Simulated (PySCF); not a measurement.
Ga(OH)(NH2)2, SMILES [NH2][Ga]([NH2])[OH] (H5GaN2O), PBE0/def2-SVP optimised geometry.

```
9

Ga    -0.18    -0.05     0.00
O     -1.10    -1.58     0.14
H     -0.55    -2.36     0.27
N     -1.18     1.46     0.00
H     -2.18     1.40    -0.09
H     -0.82     2.36    -0.30
N      1.64    -0.05     0.00
H      2.18     0.79    -0.20
H      2.18    -0.88    -0.19
```

Density from PBE0/def2-TZVP in PySCF at that geometry.

Minimum of the electron density along straight lines between bonded atoms, close to the bond critical point (lines longer than 1.1 times the sum of covalent radii, or with two minima, are not listed):

| bond | length / Å | ρ at the minimum / e bohr⁻³ | ∇²ρ there / e bohr⁻⁵ | position (fraction from the first atom) |
|---|---|---|---|---|
| Ga1–O2 | 1.788 | 0.134 | ___ | 0.48 |
| O2–H3 | 0.961 | ___ | ___ | 0.80 |
| Ga1–N4 | 1.808 | 0.138 | 0.58 | 0.48 |
| N4–H5 | 1.012 | 0.333 | -1.63 | 0.74 |
| N4–H6 | 1.011 | 0.334 | -1.63 | 0.74 |
| Ga1–N7 | 1.816 | 0.136 | 0.57 | 0.48 |
| N7–H8 | 1.012 | 0.333 | -1.60 | 0.74 |
| N7–H9 | 1.012 | 0.333 | -1.61 | 0.74 |

### Question
Fill in the missing entries.

### Answer

- Ga1–O2, ∇²ρ there / e bohr⁻⁵: 0.71
- O2–H3, ρ at the minimum / e bohr⁻³: 0.359
- O2–H3, ∇²ρ there / e bohr⁻⁵: -2.40
